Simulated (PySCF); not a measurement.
# KBe at PBE0

Computed with PBE0; K pcseg-2, Be pcseg-2; no relativity (PySCF 2.14).

For KBe, the state is ⁴Π (quartet), unpaired electrons σ ↑↑, π ↑, a second solution, started from another occupation, the bond length is 3.250 Å and the harmonic wavenumber is 180 cm⁻¹. The force constant is 0.139 mdyn/Å. The rotational constant Be is 0.2180 cm⁻¹. The anharmonicity ωexe is 2.07 cm⁻¹ and the vibration–rotation constant αe is 0.00317 cm⁻¹. The energy of the minimum from ground-state K + Be is 1.90 eV. The bond order (Mayer) is 0.81 and the dipole moment (positive dipole means K(−)Be(+)) is -7.02 D.
